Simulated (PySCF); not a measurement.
C3H8BFO.
Numbering: `[BH3-:1][O+:2]1[CH2:3][CH2:4][C@@H:5]1[F:6]` (hydrogens: H7, H8, H9 on B1; H10, H11 on C3; H12, H13 on C4; H14 on C5)

Level of theory: PySCF, PBE0-D3(BJ)/def2-SVP geometry optimisation, gas phase.

Entries marked ? are missing. Bonds in one row agree within 0.01 Å.

```tsv
coordinate	value
B1–O2	1.628 Å
O2–C3	?
C3–C4	1.528 Å
C4–C5	1.523 Å
C5–F6	?
O2–C5	?
B1–H7	1.229 Å
B1–H8, B1–H9	1.218 Å
C3–H10	1.097 Å
C3–H11	1.099 Å
C4–H12	1.097 Å
C4–H13	1.096 Å
C5–H14	1.101 Å
B1–O2–C3	120.8°
B1–O2–C5	?
C3–O2–C5	92.1°
O2–C3–C4	90.0°
C3–C4–C5	?
C4–C5–F6	116.0°
O2–C5–C4	90.9°
O2–C5–F6	?
```

Problem. Estimate the withheld lengths and angles.

Solution. 
- O2–C3 = 1.453 Å, drawn single (ends: oxygen bonded to B and 2 C; sp3 carbon bound to oxygen); 0.03 Å above the sum of covalent radii, 1.42 Å.
- C5–F6 = 1.335 Å, drawn single (sp3 C–F carbon to alkyl fluorine); equal to the sum of covalent radii, 1.33 Å.
- O2–C5 = 1.433 Å, drawn single (ends: oxygen bonded to B and 2 C; sp3 C–F carbon); 0.01 Å above the sum of covalent radii, 1.42 Å.
- B1–O2–C5 = 120.8°, at the oxygen bonded to B and 2 C; the outer atoms are 2.663 Å apart.
- C3–C4–C5 = 85.8°, at the four-membered-ring carbon, inside a 4-membered ring; the outer atoms are 2.078 Å apart.
- O2–C5–F6 = 110.8°, at the sp3 C–F carbon; the outer atoms are 2.279 Å apart.

Radii are Cordero's, carbon taken as 0.76, 0.73 or 0.69 Å for four, three, and two or fewer neighbours.

Not checked by PBE0-D3(BJ)/def2-SVP frequencies. The numbers are those of one conformer (B1–O2–C3–C4 136°, O2–C3–C4–C5 -8°, C3–C4–C5–F6 121°, B1–O2–C5–C4 -136°).
